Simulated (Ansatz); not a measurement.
Species: sum formula H4Si2OF, charge 0, multiplicity 2. It need not be the lowest isomer of its formula. 
Coordinates optimised at B3LYP-D3(BJ)/def2-TZVP (Ansatz, a quantum-chemistry and plane-wave program):
```
O
Si 1 1.6228
F 2 1.6005 1 109.46
Si 1 1.6471 2 150.83 3 -45.73
H 2 1.4709 3 107.79 1 118.24
H 2 1.4739 5 113.28 3 -118.45
H 4 1.4865 1 107.46 2 -160.00
H 4 1.4901 7 110.53 1 -119.43
```
Charge 0, spin multiplicity 2.

Total electronic energies in hartree. Cores are frozen in the correlated levels unless marked. Open shells are spin-unrestricted. Spin-orbit coupling is left out. No relativistic terms. CBS marks a two-point X^-3 extrapolation of the correlation energy; Hartree-Fock from the larger set. [CCSD(T)-MP2]/basis is that difference in the basis named.

| level | program | energy (Eh) |
|---|---|---|
| HF/aug-cc-pV(T+d)Z | Ansatz | -754.73093 |
| r2SCAN0-D4/def2-TZVPD | Ansatz + dftd4 | -756.49683 |
| B2GP-PLYP/def2-TZVPD | Ansatz | -756.20363 |
| MP2/6-31G* | Ansatz | -755.06126 |
| MP2/aug-cc-pV(Q+d)Z | Ansatz | -755.52654 |
| RI-MP2/CBS(cc-pV(T+d)Z,cc-pV(Q+d)Z) | Ansatz | -755.5608 |
| CCSD(T)/6-31G | Ansatz | -754.76391 |
| RI-MP2/CBS(cc-pV(T+d)Z,cc-pV(Q+d)Z)+[CCSD(T)-MP2]/cc-pV(Q+d)Z | Ansatz | -755.6129 |
| CCSD(T)/CBS(aug-cc-pV(T+d)Z,aug-cc-pV(Q+d)Z) | Ansatz | -755.6125 |

Totals of different functionals don't rank their quality; only differences between species are comparable.
